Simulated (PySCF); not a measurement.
Species: C6H9P3.
Atom-mapped SMILES: `[CH3:1][CH:2]([CH3:3])[c:4]1[p:5][cH:6][p:7][cH:8][p:9]1`

NICS = −σ at a ghost point: NICS(0) at the centroid of the ring atoms, NICS(1) 1 Å to either side along the normal of their mean plane, zz for the tensor component along that normal. Level: GIAO PBE0/pcSseg-1 (PySCF, non-relativistic, gas phase) on the GFN2-xTB geometry, one conformer.

Ring bond lengths (Å), with Mayer bond orders in brackets: C4–P5 1.744 (1.26), P5–C6 1.728 (1.34), C6–P7 1.729 (1.30), P7–C8 1.728 (1.32), C8–P9 1.729 (1.31), P9–C4 1.741 (1.30).

Give the NICS values of each ring in ppm.

```csv
ring,type,NICS(0),"NICS(1), two faces","NICS(1)zz, two faces",rms pucker (Å),"centre to ring atoms, mean (Å)"
C4–P5–C6–P7–C8–P9,6-membered ring with 3 P; formal bonds all aromatic,-5.7,-9.4 / -9.5,-22.6 / -22.7,0.01,1.72
```

What can be read from them?

- C4–P5–C6–P7–C8–P9: mean NICS(1)zz -22.7 ppm, shielded.

And the bond-length index? HOMA takes Krygowski's 1993 parameters.

- C4–P5–C6–P7–C8–P9: HOMA 0.85; the largest term is that of C4–P5, α(R − Ropt)² = 0.25.

At the first NICS(1) probe listed for ring C4–P5–C6–P7–C8–P9, 1 Å off the ring, what do the in-plane components average?

The isotropic value is a third of the trace: (3 × -9.4 − (-22.6))/2 = -2.8 ppm.

Give the inner angles of the rings and the Hirshfeld charges of the ring atoms.

- C4–P5–C6–P7–C8–P9: C4 131.6° (-0.097 e), P5 106.5° (+0.140 e), C6 135.4° (-0.173 e), P7 104.7° (+0.118 e), C8 134.7° (-0.174 e), P9 107.2° (+0.119 e); sum 720.0° against 720° for a flat convex ring.

What are the shieldings of the ring atoms and their hydrogens in the same run (means over atoms taken as equivalent)?

| atoms | environment | σ isotropic (ppm) | principal values of the symmetric part, first atom (ppm) |
| --- | --- | --- | --- |
| C4 | substituted aromatic carbon | -41.8 | -242.6, -72.5, 189.9 |
| P5 (×2) | phosphorus bonded to 2 C | 51.5 | -309.3, -98.6, 539.5 |
| C6 (×2) | aromatic CH carbon | -1.3 | -213.0, 18.8, 194.1 |
| P7 | phosphorus bonded to 2 C | 57.7 | -308.0, -84.7, 565.7 |
| H on C6 (×2) | aromatic hydrogen | 20.74 | 15.5, 20.0, 26.5 |

Shape of the structure used: `[CH3:1][CH:2]([CH3:3])[c:4]1[p:5][cH:6][p:7][cH:8][p:9]1`: C1–C2–C4–P5 -56°.
